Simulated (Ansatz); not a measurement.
Geometry optimisation of Zn₂Cl₅⁻.

```yaml
crystal:
  periodic: [false, false, false]
  atoms:
    - {symbol: Zn, position_ang: [0.890360, -1.615580, -1.207600]}
    - {symbol: Zn, position_ang: [-0.931650, 1.623240, 1.183890]}
    - {symbol: Cl, position_ang: [0.235660, 1.921550, 2.940640]}
    - {symbol: Cl, position_ang: [-0.267070, 0.002220, -0.195930]}
    - {symbol: Cl, position_ang: [1.363360, -3.364380, -0.085940]}
    - {symbol: Cl, position_ang: [1.369580, -1.308300, -3.262700]}
    - {symbol: Cl, position_ang: [-2.660240, 2.741250, 0.627630]}
basis:
  gaussian: {orbitals: def2-SVPD}
total_charge: -1
hamiltonian: {xc: pbe, dispersion: d4}
scf: {lower_state_search: "off"}
output: {orbitals: {seedname: orbitals}}
relax: {f_tol: 0.02, max_steps: 100}
```

```sh
$ ansatz run in.yaml --threads 4 --pin off --events-out ev --progress --plain --max-ram 4787MiB
```

It prints (some lines left out):

```
Functional definition: PBE
mean field -159391.52366942 eV, -5857.5304553960 hartree, gradient 3.7e-6 eV, S^2 0.000000; 0 other end points of the search recorded, 0 dependent functions left out
relax step   1: F+E_penalty+E_count = -159391.81902582 eV  Δ(F+E_penalty+E_count) = +0.000e0 eV  max|allowed force component| = 9.188e-1 eV/Å  Δτ_max = 0.0000 Å  (16 SCF iters, accepted)
mean field -159391.74343068 eV, -5857.5385314734 hartree, gradient 3.0e-6 eV, S^2 0.000000; 0 other end points of the search recorded, 0 dependent functions left out
relax step   2: F+E_penalty+E_count = -159392.02889989 eV  Δ(F+E_penalty+E_count) = -2.099e-1 eV  max|allowed force component| = 2.275e-1 eV/Å  Δτ_max = 0.0838 Å  (17 SCF iters, accepted)
mean field -159391.80125911 eV, -5857.5406566289 hartree, gradient 7.7e-7 eV, S^2 0.000000; 0 other end points of the search recorded, 0 dependent functions left out
relax step   3: F+E_penalty+E_count = -159392.08230544 eV  Δ(F+E_penalty+E_count) = -5.341e-2 eV  max|allowed force component| = 8.406e-2 eV/Å  Δτ_max = 0.1402 Å  (24 SCF iters, accepted)
mean field -159391.82495742 eV, -5857.5415275259 hartree, gradient 8.1e-7 eV, S^2 0.000000; 0 other end points of the search recorded, 0 dependent functions left out
relax step   4: F+E_penalty+E_count = -159392.10581111 eV  Δ(F+E_penalty+E_count) = -2.351e-2 eV  max|allowed force component| = 1.355e-1 eV/Å  Δτ_max = 0.1896 Å  (24 SCF iters, accepted)
mean field -159391.85296957 eV, -5857.5425569532 hartree, gradient 7.8e-7 eV, S^2 0.000000; 0 other end points of the search recorded, 0 dependent functions left out
relax step   5: F+E_penalty+E_count = -159392.13645856 eV  Δ(F+E_penalty+E_count) = -3.065e-2 eV  max|allowed force component| = 1.344e-1 eV/Å  Δτ_max = 0.1990 Å  (23 SCF iters, accepted)
mean field -159391.87451719 eV, -5857.5433488139 hartree, gradient 8.5e-7 eV, S^2 0.000000; 0 other end points of the search recorded, 0 dependent functions left out
relax step   6: F+E_penalty+E_count = -159392.16426444 eV  Δ(F+E_penalty+E_count) = -2.781e-2 eV  max|allowed force component| = 1.284e-1 eV/Å  Δτ_max = 0.1976 Å  (24 SCF iters, accepted)
mean field -159391.89400168 eV, -5857.5440648556 hartree, gradient 8.8e-7 eV, S^2 0.000000; 0 other end points of the search recorded, 0 dependent functions left out
relax step   7: F+E_penalty+E_count = -159392.18781988 eV  Δ(F+E_penalty+E_count) = -2.356e-2 eV  max|allowed force component| = 1.093e-1 eV/Å  Δτ_max = 0.1998 Å  (24 SCF iters, accepted)
mean field -159391.91125000 eV, -5857.5446987196 hartree, gradient 1.3e-6 eV, S^2 0.000000; 0 other end points of the search recorded, 0 dependent functions left out
relax step   8: F+E_penalty+E_count = -159392.21224855 eV  Δ(F+E_penalty+E_count) = -2.443e-2 eV  max|allowed force component| = 1.152e-1 eV/Å  Δτ_max = 0.1961 Å  (18 SCF iters, accepted)
mean field -159391.92299097 eV, -5857.5451301924 hartree, gradient 1.2e-6 eV, S^2 0.000000; 0 other end points of the search recorded, 0 dependent functions left out
relax step   9: F+E_penalty+E_count = -159392.23118239 eV  Δ(F+E_penalty+E_count) = -1.893e-2 eV  max|allowed force component| = 1.165e-1 eV/Å  Δτ_max = 0.1957 Å  (18 SCF iters, accepted)
mean field -159391.93523005 eV, -5857.5455799703 hartree, gradient 1.5e-6 eV, S^2 0.000000; 0 other end points of the search recorded, 0 dependent functions left out
relax step  10: F+E_penalty+E_count = -159392.25098139 eV  Δ(F+E_penalty+E_count) = -1.980e-2 eV  max|allowed force component| = 1.250e-1 eV/Å  Δτ_max = 0.1976 Å  (18 SCF iters, accepted)
mean field -159391.95350459 eV, -5857.5462515473 hartree, gradient 1.5e-6 eV, S^2 0.000000; 0 other end points of the search recorded, 0 dependent functions left out
relax step  11: F+E_penalty+E_count = -159392.27562738 eV  Δ(F+E_penalty+E_count) = -2.465e-2 eV  max|allowed force component| = 1.184e-1 eV/Å  Δτ_max = 0.1983 Å  (18 SCF iters, accepted)
mean field -159391.98013567 eV, -5857.5472302214 hartree, gradient 1.6e-6 eV, S^2 0.000000; 0 other end points of the search recorded, 0 dependent functions left out
relax step  12: F+E_penalty+E_count = -159392.30941761 eV  Δ(F+E_penalty+E_count) = -3.379e-2 eV  max|allowed force component| = 1.532e-1 eV/Å  Δτ_max = 0.1951 Å  (18 SCF iters, accepted)
mean field -159392.01711996 eV, -5857.5485893691 hartree, gradient 1.6e-6 eV, S^2 0.000000; 0 other end points of the search recorded, 0 dependent functions left out
relax step  13: F+E_penalty+E_count = -159392.35433828 eV  Δ(F+E_penalty+E_count) = -4.492e-2 eV  max|allowed force component| = 1.738e-1 eV/Å  Δτ_max = 0.1950 Å  (18 SCF iters, accepted)
mean field -159392.07181612 eV, -5857.5505994157 hartree, gradient 2.0e-6 eV, S^2 0.000000; 0 other end points of the search recorded, 0 dependent functions left out
relax step  14: F+E_penalty+E_count = -159392.41809907 eV  Δ(F+E_penalty+E_count) = -6.376e-2 eV  max|allowed force component| = 1.812e-1 eV/Å  Δτ_max = 0.1950 Å  (18 SCF iters, accepted)
mean field -159392.13881580 eV, -5857.5530616084 hartree, gradient 9.8e-7 eV, S^2 0.000000; 0 other end points of the search recorded, 0 dependent functions left out
relax step  15: F+E_penalty+E_count = -159392.49425988 eV  Δ(F+E_penalty+E_count) = -7.616e-2 eV  max|allowed force component| = 1.594e-1 eV/Å  Δτ_max = 0.1948 Å  (24 SCF iters, accepted)
mean field -159392.12967539 eV, -5857.5527257045 hartree, gradient 1.0e-6 eV, S^2 0.000000; 0 other end points of the search recorded, 0 dependent functions left out
relax step  16: F+E_penalty+E_count = -159392.49145958 eV  Δ(F+E_penalty+E_count) = +2.800e-3 eV  max|allowed force component| = 5.617e-1 eV/Å  Δτ_max = 0.1951 Å  (25 SCF iters, rejected (line search))
mean field -159392.17697695 eV, -5857.5544640051 hartree, gradient 1.0e-6 eV, S^2 0.000000; 0 other end points of the search recorded, 0 dependent functions left out
relax step  17: F+E_penalty+E_count = -159392.53596803 eV  Δ(F+E_penalty+E_count) = -4.171e-2 eV  max|allowed force component| = 8.363e-2 eV/Å  Δτ_max = 0.0969 Å  (24 SCF iters, accepted)
mean field -159392.18273031 eV, -5857.5546754370 hartree, gradient 7.8e-7 eV, S^2 0.000000; 0 other end points of the search recorded, 0 dependent functions left out
relax step  18: F+E_penalty+E_count = -159392.54179254 eV  Δ(F+E_penalty+E_count) = -5.825e-3 eV  max|allowed force component| = 8.700e-3 eV/Å  Δτ_max = 0.0596 Å  (18 SCF iters, accepted)
Total energy: -159392.54184373 eV, -5857.5678726116 hartree
Atom 0 at     0.923694    -1.051041    -0.536513 Å, force     0.004585    -0.000826     0.000971 eV/Å
Atom 1 at    -1.077346     1.245157     0.620120 Å, force     0.000847    -0.006070    -0.005341 eV/Å
Atom 2 at     1.102273     0.860492     1.106223 Å, force    -0.008700    -0.001454    -0.005281 eV/Å
Atom 3 at    -1.445828    -0.316788    -0.981580 Å, force     0.000113     0.000687     0.005528 eV/Å
Atom 4 at     0.812019    -2.918354     0.667093 Å, force     0.000041    -0.000295    -0.001339 eV/Å
Atom 5 at     2.143694    -0.543082    -2.323495 Å, force    -0.000656     0.003444     0.003699 eV/Å
Atom 6 at    -2.458505     2.723616     1.448143 Å, force     0.003771     0.004515     0.001763 eV/Å
Dipole moment:    -0.362055     0.452105     0.192284 e Å
Checks for a lower state left out: stability, starts, cluster_reference, orbital_swaps, neighbouring_geometries, increment
```

Hardware: 4 threads of INTEL XEON PLATINUM 8581C on a shared host. Wall time 32 s.

The structure comes from a short search, and lower isomers may exist.
